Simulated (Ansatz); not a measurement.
BClGeH6Si, SMILES `[SiH3][BH][GeH2][Cl]`. Total charge 0; spin multiplicity 1.

```tsv
atom	x (Å)	y (Å)	z (Å)
Si1	1.0799	0.8589	1.2207
B2	-0.3221	0.6943	-0.2063
Ge3	-0.7815	-1.1182	-1.0493
Cl4	-2.4956	-0.9962	-2.3725
H5	1.9091	2.0834	1.0548
H6	1.9775	-0.3234	1.3196
H7	0.3191	0.9726	2.5011
H8	-0.9304	1.6623	-0.5505
H9	-1.1372	-2.1910	-0.0043
H10	0.3813	-1.6426	-1.9134
```

**Question.** What are the harmonic wavenumbers in cm⁻¹ at PBE0-D4/def2-TZVP (Ansatz, finite differences of forces, unscaled)? (Estimate.)

**Answer.** Ansatz gave: 35, 62, 74, 165, 298, 391, 412, 447, 612, 627, 704, 737, 745, 840, 875, 913, 938, 950, 2133, 2141, 2190, 2218, 2224, 2648.

**Question.** Is this a minimum?

**Answer.** Yes, all 24 modes are real.

**Question.** Give the ideal-gas thermochemistry at 298.15 K and 1 bar (rigid rotor, harmonic oscillator; point group C1, symmetry number 1).

**Answer.** Zero-point energy 139.8 kJ/mol; H(298) − E = 163.6 kJ/mol; entropy 385.3 J/(mol·K), of which translation 171.6, rotation 117.4, vibration 96.2; G(298) − E = 48.7 kJ/mol. Modes under 100 cm⁻¹ are hindered rotations or soft bends, so the harmonic entropy is rough.

**Question.** And at 400, 500, 600, 800 and 1000 K?

**Answer.** 
```csv
T (K),H − E (kJ/mol),S (J/mol/K),G − E (kJ/mol)
400,176.8,423.4,7.5
500,191.6,456.2,-36.5
600,207.6,485.4,-83.6
800,242.6,535.6,-185.9
1000,280.6,577.9,-297.4
```

**Question.** Rotational constants (cm⁻¹)?

**Answer.** 0.3208, 0.03193, 0.02969.
